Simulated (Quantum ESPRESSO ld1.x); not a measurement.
ld1.x (Quantum ESPRESSO 7.5) input

```
 &input
    zed=63.0,
    iswitch=1,
    rel=1,
    lsd=1,
    dft='PZ',
    config='[Ar] 3d10 4s2 4p4 5s0 4d0',
    verbosity='high',
    prefix='ld1',
    max_out_wfc=37,
    file_charge='ld1.rho',
 /
```

Command: `OMP_NUM_THREADS=1 ld1.x < ld1.in > ld1.out`

Output (excerpt):

```
     Program LD1 v.7.5 starts

     --------------------------- All-electron run ----------------------------

     scalar relativistic calculation

     atomic number is 63.00
     dft =PZ   lsd =1 sic =0 latt =0  beta=0.20 tr2=1.0E-14
     Exchange-correlation= PZ
                           (   1   1   0   0   0   0   0)
     mesh =2095 r(mesh) = 100.37019 a.u. xmin = -8.00 dx = 0.00800
     1 Ry =  13.60569312 eV, c = 137.03599908

     n l     nl                  e(Ry)          e(Ha)          e(eV)
     1 0     1S 1( 1.00)   -3628.491842232   -1814.245921116 -49368.1465047
     2 0     2S 1( 1.00)    -659.354919614    -329.677459807  -8970.9806954
     2 1     2P 1( 3.00)    -596.152783427    -298.076391714  -8111.0718257
     3 0     3S 1( 1.00)    -200.959543660    -100.479771830  -2734.1938812
     3 1     3P 1( 3.00)    -181.267674121     -90.633837061  -2466.2723472
     3 2     3D 1( 5.00)    -155.401641167     -77.700820584  -2114.3470405
     4 0     4S 1( 1.00)     -89.550545181     -44.775272590  -1218.3972367
     4 1     4P 1( 3.00)     -82.278060837     -41.139030419  -1119.4500465
     5 0     5S 1( 0.00)     -50.357016557     -25.178508278   -685.1421139
     4 2     4D 1( 0.00)     -72.499509858     -36.249754929   -986.4060827
     1 0     1S 2( 1.00)   -3628.380938725   -1814.190469363 -49366.6375856
     2 0     2S 2( 1.00)    -659.285081732    -329.642540866  -8970.0305026
     2 1     2P 2( 3.00)    -596.057521729    -298.028760864  -8109.7757243
     3 0     3S 2( 1.00)    -200.849810790    -100.424905395  -2732.7008894
     3 1     3P 2( 3.00)    -181.147957054     -90.573978527  -2464.6435135
     3 2     3D 2( 5.00)    -155.290322020     -77.645161010  -2112.8324664
     4 0     4S 2( 1.00)     -89.115125876     -44.557562938  -1212.4730553
     4 1     4P 2( 1.00)     -81.846176588     -40.923088294  -1113.5739620
     5 0     5S 2( 0.00)     -50.173249123     -25.086624561   -682.6418305
     4 2     4D 2( 0.00)     -72.085266156     -36.042633078   -980.7700100

     final scf error:  5.7E-15 reached in  20 iterations

     Etot =  -20816.505806 Ry,  -10408.252903 Ha, -283222.989888 eV
     Total magnetization:    2.00 Bohr mag.

     Ekin =   22359.109012 Ry,   11179.554506 Ha,  304211.175714 eV
     Encl =  -48026.656710 Ry,  -24013.328355 Ha, -653435.952915 eV
     Eh   =    5243.214436 Ry,    2621.607218 Ha,   71337.566598 eV
     Exc  =    -392.172544 Ry,    -196.086272 Ha,   -5335.779286 eV
```

Run on one thread of a shared host, so times are rough (Intel(R) Xeon(R) Processor @ 2.60GHz): 0.77 s of CPU time, 0.8 s wall, 20 iterations on 2095 mesh points.
